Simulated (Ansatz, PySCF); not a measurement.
AlGeH5O3, SMILES [OH][Al]([OH])[O][GeH3]. Atoms are numbered in the order given.

```xyz
10

Ge     1.6756    -0.0999     0.2671
O     -0.0320    -0.5072     0.1404
Al    -1.5820     0.0741    -0.2258
O     -1.8802     1.6717    -0.7105
O     -2.9334    -0.9440    -0.1188
H      1.8641     1.3858    -0.1052
H      2.1275    -0.3409     1.7157
H      2.4624    -0.9906    -0.7068
H     -1.2283     2.3651    -0.8181
H     -2.8886    -1.8652     0.1426
```
Charge 0, spin multiplicity 1.

Geometry: ωB97X-D3(BJ)/def2-SVP. The structure was generated by enumeration; whether it is a known compound was not checked. Other conformers were not sampled.

Two levels are set side by side: PBE-D3(BJ)/def2-SVP (Ansatz, a program for electronic structure) and ωB97X-D3(BJ)/def2-SVP (PySCF). Each level has its own optimised geometry; the coordinates shown are those of the second. Frequencies come from the Hessian of PySCF at each geometry. Differences are taken from unrounded values.

```
quantity                            ωB97X-D3(BJ)
----------------------------------  ------------
mean bond length (Å)                       1.487
bond Ge1–O2 (Å)                            1.760
bond O2–Al3 (Å)                            1.695
bond Al3–O4 (Å)                            1.696
bond Al3–O5 (Å)                            1.695
bond Ge1–H6 (Å)                            1.543
bond Ge1–H7 (Å)                            1.536
bond Ge1–H8 (Å)                            1.536
bond O4–H9 (Å)                             0.958
bond O5–H10 (Å)                            0.959
highest harmonic wavenumber (cm⁻¹)          4005
mean harmonic wavenumber (cm⁻¹)             1022
zero-point energy (kcal/mol)               35.07
```

**Question.** What does PBE-D3(BJ) give, and how far is it from ωB97X-D3(BJ)? (The exact figures need the calculation; the answer reports its results.)

**Answer.** 
```tsv
quantity	PBE-D3(BJ)	PBE-D3(BJ) minus ωB97X-D3(BJ)
mean bond length (Å)	1.502	0.016
bond Ge1–O2 (Å)	1.783	0.023
bond O2–Al3 (Å)	1.714	0.019
bond Al3–O4 (Å)	1.712	0.016
bond Al3–O5 (Å)	1.710	0.015
bond Ge1–H6 (Å)	1.559	0.016
bond Ge1–H7 (Å)	1.552	0.015
bond Ge1–H8 (Å)	1.552	0.015
bond O4–H9 (Å)	0.969	0.011
bond O5–H10 (Å)	0.969	0.011
highest harmonic wavenumber (cm⁻¹)	3826	-179
mean harmonic wavenumber (cm⁻¹)	976	-46
zero-point energy (kcal/mol)	33.49	-1.58
```

GGA bonds tend to be longer and softer than those of functionals with exact exchange. Differences between two approximate levels are no errors against the true value.
